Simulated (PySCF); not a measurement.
# Ionisation energy of Yb⁵⁹⁺ by level of theory

Yb⁵⁹⁺ [Ne] 3s1 [3s1/2^1, M_J = 1/2] → Yb⁶⁰⁺ [Ne], as a difference of total energies. Calculation: PySCF 2.14, in an even-tempered Gaussian basis (18 s from 18 bohr⁻², ratio 2.4; 14 p from 24 bohr⁻², ratio 2.4; 4 d from 75 bohr⁻², ratio 2.6; 4 f from 110 bohr⁻², ratio 2.6); the two-component X2C-1e Hamiltonian. Correlated levels: 1s2 frozen; the 54 highest virtual spinors dropped. "Screened" scales the spin-orbit matrix elements by Boettger's factors to mimic the two-electron term; Breit and QED terms are absent.

```json
{"method": "GHF (spin-free)", "ionisation energy (eV)": "6240.4"}
{"method": "GMP2 (spin-free)", "ionisation energy (eV)": "6241.2"}
{"method": "GHF (screened spin-orbit)", "ionisation energy (eV)": "6239.9"}
{"method": "GMP2 (screened spin-orbit)", "ionisation energy (eV)": "6240.7"}
```

Breit and QED terms and the two-electron picture change are absent.

For comparison: 6236 ± 7 eV (theoretical estimate listed by NIST; NIST Atomic Spectra Database, ionization energies).
